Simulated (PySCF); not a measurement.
Cd(F)(SH) (CdFHS), SMILES [F][Cd][SH].

Geometry optimised at B3LYP-D3(BJ)/def2-TZVP. The def2 effective core potentials stand for the cores of Cd; spin–orbit coupling is left out. One conformer was computed; it need not be the lowest.

Level of theory: TDDFT-CAM-B3LYP/def2-SVPD run with PySCF.

Vertical excitations. Isolated molecule, no solvent. State labels are in the subgroup Cs.

```tsv
state	symmetry	energy (eV)	λ (nm)	f	main pairs
S1	A"	4.41	281	0.020	HOMO→LUMO 98 %
S2	A"	5.77	215	0.001	HOMO→LUMO+1 93 %
S3	A'	6.08	204	0.045	HOMO→LUMO+2 54 %, HOMO−1→LUMO 44 %
S4	A"	6.39	194	0.021	HOMO→LUMO+3 82 %
S5	A'	6.55	189	0.011	HOMO−2→LUMO 93 %
S6	A"	6.61	188	0.016	HOMO−3→LUMO 94 %
S7	A'	7.02	177	0.395	HOMO−1→LUMO 39 %, HOMO→LUMO+2 32 %, HOMO−1→LUMO+1 16 %, HOMO−1→LUMO+3 7 %
S8	A'	7.46	166	0.182	HOMO−1→LUMO+1 79 %
S9	A'	7.67	162	0.038	HOMO−4→LUMO 72 %, HOMO−2→LUMO+1 18 %
S10	A"	7.72	161	0.029	HOMO−1→LUMO+2 89 %
T1	A"	4.02	309	0	HOMO→LUMO 96 %
T2	A'	5.20	239	0	HOMO−1→LUMO 93 %
T3	A"	5.57	223	0	HOMO→LUMO+1 66 %, HOMO→LUMO+3 25 %
T4	A'	5.93	209	0	HOMO→LUMO+2 94 %
```
Triplets are in the Tamm–Dancoff approximation, which puts them higher than full response would, so one can lie above its singlet here.
